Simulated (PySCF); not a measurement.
## Radial density of Er⁵⁹⁺ (erbium, charge +59)

UHF, [He] 2s2 2p5, 2P determinant. All numbers are calculated (PySCF 2.14, the spin-free X2C one-electron Hamiltonian (Gaussian nucleus), in an even-tempered Gaussian basis (19 s from 35 bohr⁻², ratio 2.2; 13 p from 46 bohr⁻², ratio 2.2; 6 d from 180 bohr⁻², ratio 2.4; 5 f from 280 bohr⁻², ratio 2.4; 4 g from 410 bohr⁻², ratio 2.4)).

| r (bohr) | 4πr²ρ (e/bohr) | 4πr²(ρα − ρβ) |
| --- | --- | --- |
| 0.0193 | 79.64 | 2.6902 |
| 0.0325 | 66.07 | 7.7337 |
| 0.0547 | 86.82 | 12.7494 |
| 0.0920 | 62.16 | 8.1353 |
| 0.155 | 8.479 | 1.0484 |
| 0.260 | 0.07259 | 0.0092 |

Densities and radii are taken from the X2C orbitals without a picture-change correction, which distorts them close to the nucleus.

Spin-orbit coupling, absent here, splits the open shell strongly.
